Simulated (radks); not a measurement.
Numerical settings for the helium ion He+, 1s1. Calculated with a radial shooting solver on a logarithmic mesh with Libxc functionals: non-relativistic Kohn-Sham, PBE, spin-unpolarised, spherical densities, point nucleus; without spin polarisation the odd electron is poorly described. The defaults (mesh step 0.008 in ln r, mesh end at 40 bohr or more with all orbitals vanishing there, Anderson mixing 0.5 over 9 steps, residual threshold near 1e-9 with the energy settled to 1e-9 hartree or 1e-11 of itself, here a cap of 99 iterations) give E = -1.9020 hartree and 1s at -39.128 eV in 13 iterations. Run on one thread of a shared host, so times are rough (Arm Neoverse V1): 0.03 s of CPU time, 0.03 s wall, 13 iterations on 2476 mesh points. Changes against that run (0 stands for a change within the tolerance of the run):

| setting | iterations | converged | E (mhartree) | e(1s) (meV) | CPU (s) |
|---|---|---|---|---|---|
| mesh step in ln r 0.003 | 14 | yes | 0 | 0 | 0.06 |
| mesh step in ln r 0.012 | 11 | yes | 0 | 0 | 0.02 |
| mesh step in ln r 0.02 | 11 | yes | 0 | 0 | 0.01 |
| mesh end (bohr) 1 | 13 | level above zero | +1.6e+03 | +5.28e+04 | 0.02 |
| mesh end (bohr) 400 | 13 | yes | 0 | 0 | 0.03 |
| residual threshold 0.01 | 7 | yes | 0 | -0.022 | 0.02 |
| residual threshold 0.001 | 7 | yes | 0 | -0.022 | 0.02 |
| mixing 2.5 | 15 | yes | 0 | 0 | 0.03 |
| linear mixing, mixing 0.2 | 88 | yes | 0 | 0 | 0.13 |
| linear mixing, mixing 1 | 99 | no | 0 | 0 | 0.12 |
| mixing history 20 | 24 | yes | 0 | 0 | 0.05 |
| iteration cap 2 | 2 | no | +1.41 | -1.05e+04 | 0 |

Settled on a wrong energy, with an occupied level pushed above zero by the early mesh end: mesh end (bohr) 1 (+1.6 hartree). Apart from these: no run marked as converged misses the energy by more than 1 mhartree. A mesh that ends early acts as a hard wall.
